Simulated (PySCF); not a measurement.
**Dipole response of Rh²⁺ (rhodium, charge +2)**

[Kr] 4d7, high-spin 4F determinant. Calculation: PySCF 2.14, in ANO-RCC-VTZP; scalar relativity by spin-free X2C-1e. Coupled (time-dependent) response in atomic units; α is the mean over directions. The basis has no added diffuse functions, which lowers α and C₆.

```csv
method,mean α (bohr³),C₆ (like pair),S(−4)
r2SCAN0,6.749,36.43,11.97
BP86,7.221,38.72,15.57
```

S(−4) is the Cauchy moment in α(ω) = α(0) + S(−4) ω² + …

Spin-orbit coupling is absent.

α(iu) at BP86:

| u (hartree) | α(iu) (bohr³) |
| --- | --- |
| 0 | 7.221 |
| 0.0500 | 7.183 |
| 0.100 | 7.072 |
| 0.200 | 6.686 |
| 0.300 | 6.192 |
| 0.500 | 5.227 |
| 0.750 | 4.282 |
| 1.00 | 3.564 |
| 1.50 | 2.534 |
| 2.00 | 1.852 |
| 3.00 | 1.075 |
| 5.00 | 0.4761 |

A single London oscillator, α(iu) = α/(1 + u²/ω²), gives C₆ = (3/4) ω α². Matching the computed C₆ needs ω = 4 × 38.72 / (3 × 7.221²) = 0.990 hartree.

For an ion, C₆ is the dispersion term alone; charge-induced terms of lower order in 1/R come first.
